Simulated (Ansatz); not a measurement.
Gas-phase electronic energies from Ansatz, PBE0-D4/def2-TZVP geometries. CCSD(T)/CBS is the MP2 limit (def2-TZVPP, def2-QZVPP) plus CCSD(T) − MP2 in def2-TZVPP, frozen cores. DFT in def2-TZVPP. B3LYP here is the variant with VWN-RPA as its local correlation; programs differ in this. Each species was taken in one conformer, which may not be the lowest.

Consider the redistribution: `N[SiH2][SiH](O)F` + `[BH2][Al]([CH3])[CH3]` → `C[SiH2][SiH](O)F` + `[BH2][Al]([CH3])[NH2]`.

`N[SiH2][SiH](O)F`:

Z-matrix (Å, degrees):
```
Si
Si 1 2.354
N 1 1.742 2 102.5
H 1 1.494 2 113.3 3 -124.8
H 1 1.487 2 111.7 3 113.4
F 2 1.603 1 109.5 3 -122.2
O 2 1.639 1 104.4 3 -3.4
H 2 1.481 1 119.2 3 116.1
H 3 1.010 1 118.0 2 -71.6
H 3 1.009 1 117.8 2 153.6
H 7 0.964 2 113.6 1 -22.5
```

`[BH2][Al]([CH3])[CH3]`:

Cartesian coordinates in Å:
```
B -1.506 -1.521 0.738
Al -0.098 -0.091 0.044
C -0.024 0.420 -1.851
C 1.173 0.749 1.283
H -2.613 -1.233 1.107
H -1.275 -2.700 0.798
H -0.458 1.419 -1.980
H 1.011 0.486 -2.203
H -0.567 -0.255 -2.517
H 1.430 1.767 0.976
H 2.110 0.177 1.289
H 0.819 0.783 2.317
```

`C[SiH2][SiH](O)F`:

Z-matrix (Å, degrees):
```
C
Si 1 1.875
H 1 1.092 2 110.3
H 1 1.092 2 110.6 3 -119.7
H 1 1.092 2 110.8 3 120.2
Si 2 2.340 1 110.8 3 58.4
H 2 1.490 1 111.0 3 -61.5
H 2 1.490 1 111.0 3 179.0
F 6 1.607 2 109.5 1 65.6
O 6 1.640 2 106.5 1 -52.7
H 6 1.489 2 116.2 1 -176.0
H 10 0.959 6 118.8 2 -171.1
```

`[BH2][Al]([CH3])[NH2]`:

Cartesian coordinates in Å:
```
B -0.231 -0.785 2.014
Al 0.142 -0.105 0.030
C -1.054 1.109 -0.937
N 1.609 -0.657 -0.806
H -0.864 -1.776 2.261
H 0.147 -0.198 2.992
H -0.685 1.343 -1.939
H -2.056 0.679 -1.045
H -1.179 2.056 -0.401
H 1.867 -0.388 -1.743
H 2.304 -1.279 -0.426
```

```
             level  ΔE (kJ/mol)  difference from CCSD(T)/CBS
            PBE-D4        -54.4                          6.0
           PBE0-D4        -56.5                          3.9
          B3LYP-D4        -58.7                          1.7
           ωB97M-V        -57.1                          3.3
    MP2/def2-TZVPP        -61.4                         -1.0
SCS-MP2/def2-TZVPP        -62.1                         -1.7
   CCSD/def2-TZVPP        -61.8                         -1.4
SCS-MP2/def2-QZVPP        -62.0                         -1.6
     MP2/CBS(def2)        -61.0                         -0.6
    CCSD/CBS(def2)        -61.3                         -0.9
       CCSD(T)/CBS        -60.4                            0
```

Largest T1 diagnostic among the species: 0.012.
